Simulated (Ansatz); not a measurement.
Gas-phase electronic energies from Ansatz, PBE0-D4/def2-TZVP geometries. CCSD(T)/CBS is the MP2 limit (def2-TZVPP, def2-QZVPP) plus CCSD(T) − MP2 in def2-TZVPP, frozen cores. This one scheme is used for every species. DFT in def2-TZVPP. B3LYP here is the variant with VWN-RPA as its local correlation; programs differ in this. Each species was taken in one conformer, which may not be the lowest.

Consider the hydrogenolysis of the Si–S bond: `C[SiH](S)C=O` + H₂ → `C[SiH2]C=O` + H₂S.

CCSD(T)/CBS gives +0.48 eV.

(1) Another level gave +0.34 eV. Which?
A. HF/def2-TZVPP
B. r2SCAN-D4/def2-TZVPP
C. B3LYP/def2-TZVPP
D. PBE0/def2-TZVPP

Largest T1 diagnostic among the species: 0.014.

Results:

(1) C. B3LYP 0.34, r2SCAN-D4 0.53, HF/def2-TZVPP 0.21, PBE0 0.43 eV.

The D4 term adds +0.12 eV with B3LYP and +0.07 eV with PBE0; it sums over pairs of atoms, weighted by their polarisabilities, and B3LYP, whose exchange is more repulsive, gets the larger term. In def2-TZVPP, CCSD(T) changes the Hartree–Fock value by +0.21 eV (the triples alone add +0.06 eV) and MP2 by +0.32 eV.
